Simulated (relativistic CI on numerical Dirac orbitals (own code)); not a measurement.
Ag4+: L2,3 absorption edge

Computed with this model: Dirac-Coulomb-Breit CI, KLI orbitals optimised for each configuration, QED by a radiative potential, multiplet model of core-to-valence dipole absorption, unscaled Slater integrals; configurations [Kr] 4d7 → [He] 2s2 2p5 3s2 3p6 3d10 4s2 4p6 4d8; 300 K; Lorentzian 1.6 eV and Gaussian 0.5 eV FWHM. Energies are those of the free ion, without screening or charge transfer. The branching ratio is the share of the lower-energy edge in the whole absorption, uncertain by about 0.02 where the edges overlap. S is read from ⟨S²⟩ = S(S + 1).

Field parameters in Wybourne normalisation: Td as Oh with Dq negative (B⁴₀ = 21Dq, B⁴₄ = √(5/14) B⁴₀). The field is a parameter set, without covalency.

Case free ion, the dichroism is that of the ground state at zero temperature, magnetised by exchange field 10 meV on Sz. The dichroism I(Δm = −1) − I(Δm = +1), over the sum of the three polarisations, integrates to -0.4492 on the lower edge and -0.0555 on the upper edge. The branching ratio is 0.898.

Task: Use the orbital sum rule with 3 holes to get ⟨Lz⟩.

Result: For a p → d edge ⟨Lz⟩ = 2 × n_h × (sum of both integrals) in this sign convention = -3.03; the ground state itself has ⟨Lz⟩ = -3.03 and ⟨Sz⟩ = -1.47. The rule assumes one radial integral for both edges, which relativistic orbitals only approach.
